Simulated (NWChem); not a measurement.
Species: InH2F; SMILES [F][InH2]

Results from NWChem. Coordinates come from a PBE-D3(BJ)/def2-SVP optimisation. def2 effective core potentials on In; no spin-orbit coupling. Ions are spin-unrestricted doublets at the neutral geometry; other ion states weren't tried. Functional: LC-ωPBE (HJS hole) with def2-SVP; the question gives the range parameter ω in 1/bohr.

### Question
Estimate the computed values for range parameter (1/bohr) 0.25. Quantities: vertical ionisation energy, ΔSCF (eV); −ε(HOMO) (eV).

### Answer
```yaml
vertical ionisation energy, ΔSCF (eV): 10.99
"−ε(HOMO) (eV)": 10.12
```
